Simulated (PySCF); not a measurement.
## Working out the ionisation energy of Ba⁺

Ba⁺ [Xe] 6s1 (2S) → Ba²⁺ [Xe] (1S). All numbers are calculated (PySCF 2.14, scalar relativity through the core potential, in def2-QZVPPD with the def2 core potential (46 electrons) (7s5p3d2f1g, 60 functions)). Frozen: nothing. Energies in hartree (1 hartree = 27.21139 eV):

```json
{"part": "UHF", "Ba⁺ (lower)": "-24.938655", "Ba²⁺ (upper)": "-24.595516"}
{"part": "MP2 opposite-spin", "Ba⁺ (lower)": "-0.121532", "Ba²⁺ (upper)": "-0.111767"}
{"part": "MP2 same-spin", "Ba⁺ (lower)": "-0.041659", "Ba²⁺ (upper)": "-0.033408"}
```

What does Hartree-Fock give?

(-24.595516) − (-24.938655) = 0.343139 hartree = 9.337 eV.

What do MP2 and SCS-MP2 (6/5 opposite-spin, 1/3 same-spin) give?

The opposite-spin parts differ by 0.266 eV and the same-spin parts by 0.225 eV. MP2: 9.337 + (0.266) + (0.225) = 9.828 eV. SCS-MP2: 9.337 + 1.2 × (0.266) + (0.225)/3 = 9.731 eV.

Measured between the centres of the two terms (NIST): 10.004 eV, so MP2 (valence and next inner shell) is off by -0.176 eV.

What remains against the reference includes basis incompleteness and correlation beyond second order.
